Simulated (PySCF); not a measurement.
PySCF input for C3H8O2Si, SMILES O([Si@@H](C=C)O)C, PBE-D3(BJ)/def2-SVP. Geometry optimised at PBE-D3(BJ)/def2-SVP. The structure was generated by enumeration; whether it is a known compound was not checked. The values are those of a single conformer.

```python
import numpy as np
from pyscf import gto, scf, dft, df
from pyscf.hessian import thermo

mol = gto.M(
    atom='''
    C     2.44336759   -0.19299640   -0.52427470
    C     1.56759319   -0.89345506    0.22537185
    Si   -0.26354081   -0.53354488    0.24660926
    O    -0.82207574   -0.18675981    1.79547008
    O    -0.44618283    0.76031741   -0.80885913
    C    -1.70645174    1.29330943   -1.16648185
    H     2.09887061    0.62574340   -1.17883992
    H     3.52706284   -0.40513639   -0.51792745
    H     1.95125314   -1.70881907    0.86770187
    H    -1.13030833   -1.68289944   -0.17284378
    H    -0.27113443    0.45753405    2.27479216
    H    -2.25416921    1.69790480   -0.28503194
    H    -1.55208779    2.12249507   -1.88739711
    H    -2.36090110    0.53319733   -1.65356264
    ''',
    basis='def2-SVP',
    charge=0,
    spin=0,
    max_memory=1600,
    verbose=3,
)
mf = dft.RKS(mol, xc='pbe').density_fit(auxbasis='def2-universal-jkfit')
mf.disp = 'd3bj'
mf.grids.level = 3
mf.conv_tol = 1e-11
mf.max_cycle = 100
mf.kernel()

# analytic Hessian; the response equations are solved on a coarser grid
h, args, fine = mf.Hessian(), (mf.mo_energy, mf.mo_coeff, mf.mo_occ), mf.grids
h.max_memory = max(150, 2.5e-5 * df.make_auxmol(mol, mf.with_df.auxbasis).nao * mol.nelec[0] * (mol.nelec[0] + mol.nao))  # MB; small integral blocks
h1ao = h.make_h1(mf.mo_coeff, mf.mo_occ)
mf.grids = dft.Grids(mol).set(level=1).build(with_non0tab=True)
mo1, mo_e1 = h.solve_mo1(*args, h1ao)
mf.grids = fine
hess = h.hess_elec(*args, mo1, mo_e1, h1ao) + h.hess_nuc()
if mf.do_disp():
    hess += h.get_dispersion()
for i in range(mol.natm):  # the analytic DFT Hessian lacks the response of the grid: restore translational invariance
    hess[i, i] -= hess[i].sum(axis=0)
hess = (hess + hess.transpose(1, 0, 3, 2)) / 2
vib = thermo.harmonic_analysis(mol, hess, imaginary_freq=False)
thermo.dump_normal_mode(mol, vib)
th = thermo.thermo(mf, vib['freq_au'][vib['freq_au'] > 0], 298.15, 101325)
thermo.dump_thermo(mol, th)
g0 = mf.nuc_grad_method().set(verbose=0).kernel()

# dipole derivatives [dipole axis, atom, xyz] from the same response
r, irp = mol.intor('int1e_r'), mol.intor('int1e_irp').reshape(3, 3, mol.nao, mol.nao)
sl, dm0, ok = mol.aoslice_by_atom(), np.array(mf.make_rdm1()), []
dmu = np.einsum('a,xt->xat', mol.atom_charges(), np.eye(3))
for a, (_, _, p0, p1) in enumerate(sl):
    dmu[:, a] += 2 * np.einsum('xtij,ij->xt', irp[:, :, :, p0:p1], dm0.reshape(-1, mol.nao, mol.nao).sum(0)[:, p0:p1])
    for u, c, occ, f in [(mo1, mf.mo_coeff, mf.mo_occ, 4)]:
        dmu[:, a] -= f * np.einsum('tui,xuv,vi->xt', u[a], r, c[:, occ > 0], optimize=True)
L = vib['norm_mode']
ir = 974.8801 * (np.einsum('xat,kat->kx', dmu, L) ** 2).sum(1)       # km/mol
apt = np.einsum('xax->a', dmu) / 3
print('mode   freq/cm-1   IR/(km/mol)')
for k, w in enumerate(vib['freq_wavenumber']):
    print(f'{k + 1:4d} {w:11.2f} {ir[k]:13.3f}')
print('max |gradient| / (hartree/bohr):', abs(g0).max())
print('APT charges:', apt.round(4))
```

Log of the run:

```
[...]
Normal mode                   x     y     z       x     y     z       x     y     z
       0   C                 0.00  0.00  0.00   -0.00  0.00 -0.00    0.00 -0.00  0.00
       1   C                 0.01  0.05  0.05    0.01 -0.01  0.00   -0.00 -0.00 -0.00
       2  Si                 0.00  0.00  0.00    0.00 -0.02  0.02   -0.00  0.00  0.00
       3   O                 0.00 -0.00  0.00   -0.00 -0.00 -0.00    0.00 -0.00 -0.00
       4   O                -0.00 -0.00 -0.00   -0.14  0.06 -0.04   -0.00  0.03  0.04
       5   C                -0.00 -0.00 -0.00    0.17 -0.01  0.00   -0.00 -0.08 -0.10
       6   H                -0.07 -0.35 -0.40    0.02  0.00 -0.01   -0.00  0.00  0.01
       7   H                 0.04  0.21  0.24   -0.01 -0.02  0.02    0.00 -0.00 -0.00
       8   H                -0.10 -0.48 -0.55    0.00 -0.01  0.01    0.00  0.00 -0.00
       9   H                -0.00  0.01 -0.02   -0.01 -0.01  0.03   -0.00  0.00  0.01
      10   H                -0.00  0.01 -0.00    0.01 -0.00 -0.02    0.00 -0.00 -0.01
      11   H                 0.00 -0.00  0.00    0.13 -0.21  0.08    0.54 -0.08  0.23
      12   H                -0.00  0.00  0.00   -0.30  0.06 -0.04   -0.02  0.20  0.22
      13   H                -0.00  0.00  0.00    0.18 -0.15  0.18   -0.50  0.25  0.05
Mode                                21                  22                  23
Irrep
Freq [cm^-1]                     1169.7566           1233.5709           1365.7696
Reduced mass [au]                   1.8440              1.3648              1.1656
Force const [Dyne/A]                1.4866              1.2236              1.2811
Char temp [K]                    1683.0193           1774.8338           1965.0384
Normal mode                   x     y     z       x     y     z       x     y     z
       0   C                -0.00  0.00 -0.00    0.03 -0.08  0.06    0.00 -0.01  0.01
       1   C                 0.00 -0.00  0.00   -0.08  0.06 -0.04   -0.09 -0.04  0.05
       2  Si                 0.00 -0.01  0.01    0.01 -0.00 -0.01    0.01 -0.00 -0.00
       3   O                -0.00 -0.00 -0.00   -0.00 -0.00  0.00   -0.00  0.00  0.00
       4   O                -0.05  0.09 -0.07   -0.01  0.00 -0.00   -0.00  0.00 -0.00
       5   C                 0.03 -0.11  0.08    0.00 -0.00  0.00    0.00  0.00 -0.00
       6   H                 0.01  0.00 -0.00   -0.32 -0.14  0.18    0.58  0.10 -0.19
       7   H                -0.00  0.00 -0.00    0.06  0.12 -0.11    0.13  0.48 -0.44
       8   H                -0.01 -0.01  0.01    0.63  0.21 -0.29    0.11 -0.00 -0.01
       9   H                 0.00 -0.02  0.02   -0.01  0.01  0.02   -0.00  0.01  0.00
      10   H                 0.01 -0.00 -0.01    0.00  0.00 -0.01    0.00  0.00  0.00
      11   H                -0.06  0.28 -0.14    0.01 -0.00  0.00   -0.02 -0.00 -0.01
      12   H                 0.50 -0.16  0.12    0.01 -0.01 -0.00   -0.03  0.01 -0.00
      13   H                -0.11  0.21 -0.24    0.01 -0.00 -0.00   -0.02  0.02  0.01
Mode                                24                  25                  26
Irrep
Freq [cm^-1]                     1419.8205           1422.8386           1426.3756
Reduced mass [au]                   1.0403              1.1180              1.0553
Force const [Dyne/A]                1.2356              1.3336              1.2650
Char temp [K]                    2042.8056           2047.1480           2052.2370
Normal mode                   x     y     z       x     y     z       x     y     z
       0   C                 0.00  0.00 -0.00    0.00  0.00 -0.00    0.00  0.00 -0.00
       1   C                -0.00 -0.00  0.00   -0.00 -0.00  0.00   -0.00 -0.00  0.00
       2  Si                 0.00 -0.00  0.00    0.00 -0.01  0.01    0.00 -0.00  0.00
       3   O                 0.00 -0.00 -0.00    0.00 -0.00 -0.00    0.00  0.00 -0.00
       4   O                -0.00  0.01  0.01   -0.02  0.02 -0.02   -0.01 -0.00 -0.00
       5   C                -0.01  0.03  0.04   -0.06  0.05 -0.04   -0.06 -0.02  0.00
       6   H                 0.01  0.00 -0.00    0.02  0.01 -0.01    0.02  0.00 -0.01
       7   H                 0.00  0.00 -0.00    0.01  0.01 -0.01    0.00  0.01 -0.01
       8   H                -0.00 -0.00  0.00   -0.01 -0.00  0.00   -0.00 -0.00  0.00
       9   H                -0.00  0.01 -0.01   -0.01 -0.01 -0.02   -0.01  0.00 -0.01
      10   H                -0.00  0.00 -0.00   -0.00 -0.00  0.00   -0.00  0.00 -0.00
      11   H                 0.26 -0.28  0.31    0.17 -0.33  0.28    0.49  0.46  0.11
      12   H                -0.07 -0.43 -0.50    0.66 -0.07  0.02   -0.12  0.14  0.15
      13   H                 0.04  0.27 -0.45    0.18 -0.34  0.27    0.50 -0.26 -0.31
Mode                                27                  28                  29
Irrep
Freq [cm^-1]                     1619.6158           2187.1573           2918.2561
Reduced mass [au]                   5.0743              1.0410              1.0349
Force const [Dyne/A]                7.8424              2.9339              5.1925
Char temp [K]                    2330.2666           3146.8324           4198.7208
Normal mode                   x     y     z       x     y     z       x     y     z
       0   C                -0.13 -0.10  0.10   -0.00  0.00 -0.00   -0.00 -0.00  0.00
       1   C                 0.14  0.08 -0.10    0.00 -0.00 -0.00   -0.00  0.00 -0.00
       2  Si                -0.01 -0.00  0.00   -0.02 -0.03 -0.01   -0.00 -0.00  0.00
       3   O                -0.00  0.00 -0.00   -0.00 -0.00 -0.00    0.00  0.00 -0.00
       4   O                 0.00  0.00 -0.00   -0.00 -0.00  0.00   -0.00  0.00 -0.00
       5   C                -0.00  0.00 -0.00   -0.00  0.00 -0.00   -0.05 -0.00 -0.00
       6   H                 0.24 -0.05  0.00    0.00  0.00 -0.00    0.00  0.00 -0.00
       7   H                -0.10  0.16 -0.12   -0.00 -0.00  0.00    0.00 -0.00 -0.00
       8   H                -0.12  0.05 -0.02   -0.01 -0.01  0.00   -0.00 -0.00  0.00
       9   H                -0.01  0.01 -0.01    0.56  0.75  0.27    0.00  0.01 -0.00
      10   H                 0.00 -0.00 -0.00   -0.00 -0.00 -0.00   -0.00 -0.00  0.00
      11   H                 0.00 -0.00  0.00    0.00  0.00  0.00    0.28 -0.22 -0.47
      12   H                 0.01 -0.00 -0.00    0.01  0.00 -0.00   -0.06 -0.27  0.23
      13   H                 0.00 -0.00  0.00    0.00 -0.01  0.00    0.39  0.48  0.31
Mode                                30                  31                  32
Irrep
Freq [cm^-1]                     2989.2357           3037.0930           3048.5973
Reduced mass [au]                   1.1050              1.1026              1.0589
Force const [Dyne/A]                5.8176              5.9924              5.7986
Char temp [K]                    4300.8447           4369.7007           4386.2527
Normal mode                   x     y     z       x     y     z       x     y     z
       0   C                 0.00 -0.00  0.00    0.00  0.00 -0.00    0.05  0.02 -0.03
       1   C                 0.00 -0.00  0.00   -0.00  0.00 -0.00   -0.01  0.02 -0.01
       2  Si                 0.00  0.00 -0.00    0.00 -0.00  0.00    0.00  0.00 -0.00
       3   O                -0.00  0.00  0.00   -0.00  0.00 -0.00    0.00 -0.00  0.00
       4   O                 0.00  0.00  0.00   -0.00 -0.00  0.00   -0.00 -0.00  0.00
       5   C                -0.00 -0.06 -0.06    0.03  0.06 -0.06   -0.00 -0.00  0.00
       6   H                -0.00  0.00 -0.00    0.00 -0.00  0.00    0.18 -0.41  0.33
       7   H                 0.00 -0.00 -0.00   -0.00  0.00 -0.00   -0.70  0.15 -0.01
       8   H                -0.00  0.00 -0.00    0.00 -0.00  0.00    0.12 -0.26  0.21
       9   H                -0.00  0.00 -0.00   -0.00  0.00  0.00    0.00  0.00  0.00
      10   H                 0.00 -0.00  0.00   -0.00 -0.00 -0.00   -0.00 -0.00 -0.00
      11   H                -0.34  0.24  0.57   -0.12  0.11  0.22    0.00 -0.00 -0.00
      12   H                 0.01  0.04 -0.07   -0.14 -0.66  0.57    0.00  0.00 -0.00
      13   H                 0.36  0.44  0.26   -0.11 -0.14 -0.10    0.00  0.00  0.00
Mode                                33                  34                  35
Irrep
Freq [cm^-1]                     3066.8363           3149.3372           3751.2382
Reduced mass [au]                   1.0907              1.1167              1.0663
Force const [Dyne/A]                6.0443              6.5257              8.8403
Char temp [K]                    4412.4947           4531.1950           5397.1966
Normal mode                   x     y     z       x     y     z       x     y     z
       0   C                 0.02  0.02 -0.02   -0.07  0.05 -0.04    0.00 -0.00  0.00
       1   C                 0.02 -0.06  0.05   -0.00  0.01 -0.00   -0.00 -0.00 -0.00
       2  Si                -0.00 -0.00  0.00    0.00  0.00 -0.00    0.00  0.00 -0.00
       3   O                 0.00  0.00 -0.00   -0.00 -0.00  0.00    0.03  0.04  0.03
       4   O                -0.00  0.00  0.00   -0.00 -0.00  0.00   -0.00  0.00 -0.00
       5   C                -0.00  0.00  0.00    0.00 -0.00  0.00    0.00 -0.00  0.00
       6   H                 0.09 -0.22  0.17    0.22 -0.54  0.43   -0.00 -0.00 -0.00
       7   H                -0.21  0.05 -0.00    0.59 -0.11  0.00    0.00  0.00  0.00
       8   H                -0.31  0.65 -0.51    0.03 -0.07  0.05    0.00 -0.00  0.00
       9   H                 0.00  0.00  0.00    0.00  0.00  0.00   -0.00 -0.00  0.00
      10   H                -0.00 -0.00 -0.00    0.00  0.00 -0.00   -0.53 -0.64 -0.49
      11   H                 0.00 -0.00 -0.00   -0.00  0.00  0.00   -0.00 -0.00  0.00
      12   H                 0.00 -0.00  0.00    0.00  0.00 -0.00   -0.00  0.00 -0.00
      13   H                 0.00  0.00  0.00   -0.00 -0.00 -0.00   -0.00 -0.00 -0.00
temperature 298.1500 [K]
pressure 101325.00 [Pa]
Rotational constants [GHz] 3.72818 2.20333 1.52883
Symmetry number 1
Zero-point energy (ZPE) 0.10505 [Eh]   275801.165 [J/mol]
                           tot       elec      trans        rot        vib
Entropy [J/mol/K]       386.869      0.000    166.691    115.643    104.536
Cv [J/mol/K]            125.437      0.000     12.472     12.472    100.494
Cp [J/mol/K]            133.752      0.000     20.786     12.472    100.494
Internal energy [J/mol]                      3718.434   3718.434 291893.453
Internal energy [Eh]   -558.25060  -558.36461
Enthalpy [J/mol]                             6197.391   3718.434 291893.453
Enthalpy [Eh]          -558.24966
Gibbs free energy [J/mol]                  -43501.469 -30760.453 260726.174
Gibbs free energy [Eh] -558.29359
mode   freq/cm-1   IR/(km/mol)
   1       59.14         1.871
   2       79.29         0.267
   3      100.73         1.607
   4      126.41         1.746
   5      184.57         0.591
   6      239.97        20.487
   7      302.91        41.294
   8      356.79        82.114
   9      398.61         9.019
  10      517.79        43.005
  11      638.06        26.469
  12      727.61        13.062
  13      787.21        60.805
  14      822.39       216.934
  15      881.56        99.366
  16      884.44       210.650
  17      959.65        21.224
  18      975.58        24.458
  19     1008.82        14.637
  20     1117.79       200.685
  21     1135.55         0.531
  22     1169.76       106.217
  23     1233.57         2.110
  24     1365.77        18.011
  25     1419.82         4.063
  26     1422.84         2.133
  27     1426.38        11.135
  28     1619.62        10.041
  29     2187.16       137.142
  30     2918.26        82.241
  31     2989.24        39.474
  32     3037.09        27.607
  33     3048.60        15.018
  34     3066.84         5.884
  35     3149.34         5.298
  36     3751.24        59.444
max |gradient| / (hartree/bohr): 0.00010775544094018016
APT charges: [-0.0122 -0.4046  1.7182 -0.8168 -0.9825  0.5748  0.0492  0.0235  0.017
 -0.2979  0.2815 -0.0541 -0.0386 -0.0575]
```

Self-consistency was reached.
